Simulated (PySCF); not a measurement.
W(O)2(NH2)2 (H4N2O2W), SMILES [NH2][W]([NH2])(=[O])=[O], multiplicity 1. Geometry: r2SCAN-D4/def2-SVP. The multiplicity is an assumed one; no other spin state was optimised. The structure was generated by enumeration; whether it is a known compound was not checked. The def2 effective core potentials stand for the cores of W; spin–orbit coupling is left out. One conformer was computed; it need not be the lowest.

All values below come from r2SCAN-D4/def2-SVP in PySCF.

Harmonic wavenumbers (cm⁻¹): 153, 205, 212, 234, 297, 324, 331, 409, 429, 629, 635, 697, 708, 980, 1011, 1504, 1507, 3553, 3557, 3659, 3659. Rotational constants (GHz): 3.643, 3.143, 3.130; symmetry number 2.

Problem. Work out the zero-point energy and the ideal-gas rigid-rotor harmonic-oscillator thermochemistry at 298.15 K and 1 atm.

Solution. ZPE = ½ Σ hcν = ½ × 24694 cm⁻¹ = 35.30 kcal/mol. H − E(el) = 40.57 kcal/mol. Entropy in cal/(mol K): translation 42.42, rotation 25.22, vibration 15.98, total 83.62. G − E(el) = 15.64 kcal/mol. Cp = 27.56 cal/(mol K).
